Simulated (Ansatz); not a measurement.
Input file for Ansatz (an electronic-structure program): R-B3LYP/def2-TZVPP on CHBr2F (SMILES FC(Br)Br), atoms moved off the minimum.

Ansatz 0.2 input:
```yaml
crystal:
  periodic: [false, false, false]
  atoms:
    - {symbol: F, position_ang: [-0.04876943, 1.86675862, -0.69203745]}
    - {symbol: C, position_ang: [0.00401959, 0.76494701, 0.25742290]}
    - {symbol: Br, position_ang: [1.65003684, -0.23067189, -0.00380466]}
    - {symbol: Br, position_ang: [-1.63149232, -0.42917312, 0.11588748]}
    - {symbol: H, position_ang: [-0.01178023, 1.12807198, 1.31846670]}
basis:
  gaussian:
    orbitals: def2-TZVPP
hamiltonian:
  xc: {name: B3LYP}
scf: {lower_state_search: off}
output: {forces: true}
```

The head of its log:

```
WARN ansatz: RAYON_NUM_THREADS=4 ignored (pool sized by the plan → 4); use --threads N
Functional definition: B3LYP
these checks for a lower state are left out or cut short: stability, starts, cluster_reference, orbital_swaps, neighbouring_geometries, increment
integrals: 0.10 GiB planned
1221 factors; their error is unknown
mean field: 0.97 GiB planned
mean field evaluation 1: about -143863.4941 eV, gradient 2.7e1 eV
mean field evaluation 2: about -143861.3632 eV, gradient 4.6e1 eV
```

### Question
Predict the final total energy.

### Answer
-5286.9522 hartree.
